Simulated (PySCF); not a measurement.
Distorted geometries of [La(NH2)4]−

[La(NH2)4]− (singlet). PySCF 2.14.0, RKS BP86, La lcecp-1-SVP with ECP46, N def2-SVP, H def2-SVP; non-relativistic Hamiltonian with scalar-relativistic core potentials where named; density fitting; no spin-orbit coupling. Relaxed geometry:

```xyz
13

La   -0.0001    0.0000    0.0000
N     1.4395    1.4050    1.3061
H     2.3106    1.0498    1.7364
H     1.4571    2.4211    1.4875
N    -1.4396   -1.3061    1.4051
H    -1.4567   -1.4875    2.4213
H    -2.3109   -1.7363    1.0505
N     1.4395   -1.4050   -1.3061
H     1.4571   -2.4211   -1.4875
H     2.3106   -1.0498   -1.7364
N    -1.4396    1.3061   -1.4051
H    -2.3109    1.7363   -1.0505
H    -1.4567    1.4875   -2.4213
```

Problem. Order these distorted geometries by energy above the relaxed one, lowest first.
A.
```xyz
13

La   -0.1448   -0.1163   -0.0310
N     1.4262    1.4769    1.4152
H     2.4208    1.0438    1.7169
H     1.6186    2.5004    1.4252
N    -1.4788   -1.3450    1.3689
H    -1.2488   -1.4655    2.2690
H    -2.3696   -1.6776    0.8753
N     1.5114   -1.2893   -1.2528
H     1.4683   -2.5763   -1.3212
H     2.1289   -1.0603   -1.8265
N    -1.4198    1.1941   -1.4089
H    -2.4441    1.6699   -1.0121
H    -1.4684    1.6450   -2.2180
```
B.
```xyz
13

La    0.1516    0.0384    0.0965
N     1.3803    1.4440    1.3289
H     2.2576    1.0201    1.7778
H     1.4331    2.5032    1.4506
N    -1.4131   -1.2567    1.3653
H    -1.5440   -1.4126    2.3983
H    -2.2954   -1.8373    1.0249
N     1.4225   -1.3630   -1.2486
H     1.5372   -2.4699   -1.5408
H     2.2913   -1.0769   -1.7248
N    -1.4769    1.3034   -1.4309
H    -2.2413    1.6183   -1.0331
H    -1.5029    1.4891   -2.4640
```
C.
```xyz
13

La   -0.0308   -0.0149   -0.0597
N     1.4601    1.4320    1.1704
H     2.3626    1.0485    1.7327
H     1.5016    2.3934    1.5042
N    -1.4455   -1.2765    1.4357
H    -1.4999   -1.4731    2.3518
H    -2.3546   -1.6740    1.0555
N     1.4335   -1.3607   -1.2434
H     1.3497   -2.4415   -1.5281
H     2.3483   -0.9968   -1.6307
N    -1.4091    1.2203   -1.4069
H    -2.3145    1.7029   -1.0472
H    -1.4013    1.4403   -2.3344
```

Solution. C (0.88 eV), B (1.16 eV), A (3.28 eV).

Problem. Which forces (eV/Å) act in the one that lies 0.88 eV up?

Solution. 
```
La   0.35 -0.06  1.56
N    2.31 -1.33  1.39
H   -2.14  0.54 -1.45
H   -0.25  0.80  0.00
N   -0.76  0.60 -5.35
H   -0.12 -1.01  5.08
H    0.84  0.40  0.20
N    0.76 -2.59 -1.37
H    0.50  2.60  0.57
H   -0.72 -0.59  0.22
N   -2.31  0.54  3.71
H    1.48 -0.82 -0.45
H    0.07  0.94 -4.11
```
Forces carry noise of the integration grid, about 0.01 to 0.03 eV/Å.
